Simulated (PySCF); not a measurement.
C4H7NO, SMILES N(=C\CO)/C=C. Coordinates come from a PBE-D3(BJ)/def2-SVP optimisation. The structure was generated by enumeration; whether it is a known compound was not checked. Other conformers were not sampled.

Computed equilibrium geometry at PBE-D3(BJ)/def2-SVP (PySCF confirms it by a frequency run) as a Z-matrix (one conformer of several):
```
N
C 1 1.2872
C 1 1.3941 2 118.47
C 3 1.3503 1 121.50 2 -178.86
H 4 1.0995 3 121.15 1 179.98
H 4 1.1008 5 118.93 3 179.83
H 3 1.1137 4 120.38 5 0.08
H 2 1.1211 1 122.53 3 -1.42
C 2 1.5034 8 115.27 1 178.30
H 9 1.1132 2 109.07 8 70.27
H 9 1.1156 10 107.27 2 -117.40
O 9 1.4189 10 105.96 11 -122.08
H 12 0.9753 9 106.73 10 178.30
```
